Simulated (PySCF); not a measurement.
# Electric field gradients and quadrupole coupling constants

Species: C2H8FNSi2.
Z-matrix (Å and degrees, GFN2-xTB geometry), rows numbered from 1:
```
C 
C   1  1.3250
N   2  1.3884  1  127.02
Si  3  1.7595  2  119.39  1     1.08
Si  3  1.7341  2  115.25  1  -178.78
F   5  1.6029  3  107.77  2   179.22
H   1  1.0748  2  122.81  3     0.09
H   1  1.0749  2  120.31  3  -179.91
H   2  1.0836  1  119.22  3  -179.94
H   4  1.4656  3  108.01  2   -61.49
H   4  1.4653  3  107.63  2    59.21
H   4  1.4542  3  106.86  2   178.74
H   5  1.4558  3  111.17  2   -65.90
H   5  1.4558  3  111.14  2    64.59
```

Field gradients from the PBE0/pcSseg-1 density (PySCF, non-relativistic), principal values in atomic units, ordered |Vxx| ≤ |Vyy| ≤ |Vzz|:

| atom | Vxx | Vyy | Vzz |
| --- | --- | --- | --- |
| N3 | 0.1313 | 0.5283 | -0.6596 |

Problem. Find the asymmetry η = (Vxx − Vyy)/Vzz and the couplings χ = eQV/h (234.96 MHz × Q in barn × V in au), with Q(14N) = 0.02044 b.

Solution. 
```
atom                      environment  nucleus     η  χzz (MHz)  χxx (MHz)  χyy (MHz)
  N3  nitrogen bridging silicon atoms      14N  0.60     -3.168      0.630      2.537
```

Problem. What is Vzz at N3 in SI units (1 au = 9.71736 × 10²¹ V/m²)?

Solution. -0.6596 au = -6.409 × 10²¹ V/m².

Problem. And the gradient at the other heavy atoms, for which no coupling is worked out here?

Solution. 
| atom | environment | Vzz (au) | η |
| --- | --- | --- | --- |
| C1 | terminal =CH2 carbon | 0.146 | 0.57 |
| C2 | vinylic carbon bearing nitrogen | -0.301 | 0.44 |
| Si4 | SiH3 silicon | 0.505 | 0.05 |
| Si5 | fluorine-bound silicon | 0.700 | 0.76 |
| F6 | silicon-bound fluorine | 1.268 | 0.12 |

Were the hydrogens deuterons (Q(2H) = 0.00286 b), χzz would run from 107 kHz (H10 and H11) to 231 kHz (H8 and H7).

One conformer (not necessarily the lowest) at the GFN2-xTB geometry, without solvent, vibrations or thermal averaging. GFN2-xTB bond lengths can be off by several hundredths of an ångström, more for odd bonds, and the gradients follow them. A larger basis could move these couplings by a tenth or more.
